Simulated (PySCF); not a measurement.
**Electron correlation in S⁻ (sulfur, charge -1)**

[Ne] 3s2 3p5, 2P determinant. All numbers are calculated (PySCF 2.14, the spin-free X2C one-electron Hamiltonian (Gaussian nucleus), in aug-cc-pVQZ-DK (7s6p4d3f2g, 84 functions)). Frozen: [Ne]; 7 electrons correlated.

```json
{"level": "CCSD", "correlation energy (mhartree)": "-188.48"}
{"level": "(T)", "correlation energy (mhartree)": "-9.17"}
{"level": "CCSD(T)", "correlation energy (mhartree)": "-197.65"}
```

Diagnostics: T1 = 0.010, D1 = 0.0266, largest double amplitude 0.040.

Problem. Is a single reference adequate?

Solution. Yes: T1 lies below 0.03 and no double amplitude reaches 0.07.
